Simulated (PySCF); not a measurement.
# How the method changes the constants of SnHg

State: ³Σ⁻ (triplet), unpaired electrons π ↑↑. Set-up: PySCF, scalar-relativistic core potentials, basis sets Sn cc-pVDZ-PP with ECP28, Hg cc-pVDZ-PP with ECP60. De refers to Sn + Hg in their high-spin ground configurations, without counterpoise correction. The functionals are run spin-unrestricted. A positive dipole means Sn(−)Hg(+). Levels whose curve was spin-contaminated or gave no clean fit are not listed.

```tsv
Level	Re (Å)	ωe (cm⁻¹)	De (eV)	μ (D)	CPU s a point (SCF and correlation, without the integrals)
UHF-MP2	2.934	79.9	0.321	n/a	0.89
UHF-SCS-MP2	3.050	63.2	0.208	n/a	n/a
UHF-CCSD	3.030	66.2	0.220	n/a	n/a
UHF-CCSD(T)	2.976	74.6	0.269	n/a	110
LDA	2.723	130	0.86	0.69	0.84
PBE	2.849	103	0.490	0.92	1.3
PBEsol	2.777	118	0.65	0.91	0.88
r²SCAN	2.808	108	0.53	1.24	1.9
PBE0	2.859	98.4	0.431	1.28	2.2
HSE06	2.857	100.0	0.461	1.21	2.3
BHandHLYP	2.962	77.7	0.252	1.28	1.2
```

Problem. Which functional lies closest to UHF-CCSD(T) in De, which farthest, and by how much do they differ from it?

Solution. Closest is BHandHLYP (-1.4 pm in Re, +4.2 % in ωe, -0.02 eV in De against UHF-CCSD(T) in the same basis), farthest LDA (-25.3 pm in Re, +74.3 % in ωe, +0.59 eV in De). CCSD(T) converges more slowly with the basis than the functionals do and binds too weakly in this one, so the order can change at the basis-set limit.

Problem. What does a quarter of exact exchange do here, going from PBE to PBE0?

Solution. PBE0 less PBE: +1.0 pm in Re, -4.5 % in ωe, -0.06 eV in De. Exact exchange removes part of the self-interaction that spreads semilocal densities, and in most molecules shortens and stiffens the bond and lowers De; here Re and ωe go the other way.

Problem. What does the triples do here, going from UHF-CCSD to UHF-CCSD(T)?

Solution. UHF-CCSD(T) less UHF-CCSD: -5.4 pm in Re, +12.7 % in ωe, +0.05 eV in De. Correlation nearly always deepens the well. The bond shortens, as in weak, metallic or heavy-atom bonds, where dispersion and the correlation of outer-core electrons pull the atoms together.

Correlated steps freeze 4 core orbitals. Correlated levels converge slowly with the basis: in double zeta they bind strong bonds too weakly, by up to about 1 eV, and carry superposition errors of some tenths. Spin–orbit coupling is left out, which matters for elements this heavy, above all for dissociation energies. The state is the lowest determinant that a PBE0 search found; another state may lie lower at other levels.

The whole job (state search and all levels along the bond) took about 18 min on 1 thread of Arm Neoverse N1 (shared host), peak memory 0.99 GiB.
